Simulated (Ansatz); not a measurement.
`[CH3][Al]([OH])[SiH2]F`, charge 0, multiplicity 1.

Problem. Give a relaxed structure at PBE0-D4/def2-TZVP (Ansatz). (An estimate is asked.)

Solution. Ansatz gave: 
Cartesian coordinates in Å:
```
C 1.569 -0.753 1.115
Al -0.062 -0.570 0.076
O -0.991 -1.962 -0.217
Si -0.915 1.549 -0.872
F -2.296 1.246 -1.659
H 1.732 -1.789 1.422
H 1.537 -0.133 2.017
H 2.443 -0.427 0.543
H -1.804 -1.943 -0.720
H 0.008 2.190 -1.854
H -1.221 2.592 0.150
```
Point group Cs.
This is one stationary point; other conformers may exist.
